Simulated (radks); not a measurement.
Values are calculated unless marked as measured or tabulated.
Mean orbital radii <r> (bohr) of neutral arsenic, [Ar] 3d10 4s2 4p3, at several levels of relativity; Dirac values are averaged over j with weights 2j + 1. Spin-unpolarised spherical Kohn-Sham, PBE, point nucleus unless stated (finite: rms radius 4.0968 fm), a radial shooting solver on a logarithmic mesh with Libxc functionals. A level marked "c x" has the speed of light scaled by that factor and shares open shells by 2j + 1; other Dirac levels either fill j = l - 1/2 first or share by 2j + 1.

1s: non-rel. 0.04638; scalar-rel., finite nucleus 0.04550; Dirac, 2j+1 shares, finite nucleus 0.04550; Dirac, c x 5 0.04635; change of magnitude, last against first (%) -0.08
2s: non-rel. 0.2067; scalar-rel., finite nucleus 0.2028; Dirac, 2j+1 shares, finite nucleus 0.2025; Dirac, c x 5 0.2065; change of magnitude, last against first (%) -0.08
2p: non-rel. 0.1788; scalar-rel., finite nucleus 0.1772; Dirac, 2j+1 shares, finite nucleus 0.1771; Dirac, c x 5 0.1787; change of magnitude, last against first (%) -0.04
3s: non-rel. 0.6092; scalar-rel., finite nucleus 0.5983; Dirac, 2j+1 shares, finite nucleus 0.5981; Dirac, c x 5 0.6087; change of magnitude, last against first (%) -0.07
3p: non-rel. 0.6218; scalar-rel., finite nucleus 0.6172; Dirac, 2j+1 shares, finite nucleus 0.6171; Dirac, c x 5 0.6216; change of magnitude, last against first (%) -0.03
3d: non-rel. 0.6751; scalar-rel., finite nucleus 0.6783; Dirac, 2j+1 shares, finite nucleus 0.6784; Dirac, c x 5 0.6752; change of magnitude, last against first (%) +0.02
4s: non-rel. 1.973; scalar-rel., finite nucleus 1.939; Dirac, 2j+1 shares, finite nucleus 1.940; Dirac, c x 5 1.972; change of magnitude, last against first (%) -0.07
4p: non-rel. 2.559; scalar-rel., finite nucleus 2.555; Dirac, 2j+1 shares, finite nucleus 2.555; Dirac, c x 5 2.559; change of magnitude, last against first (%) -0.01
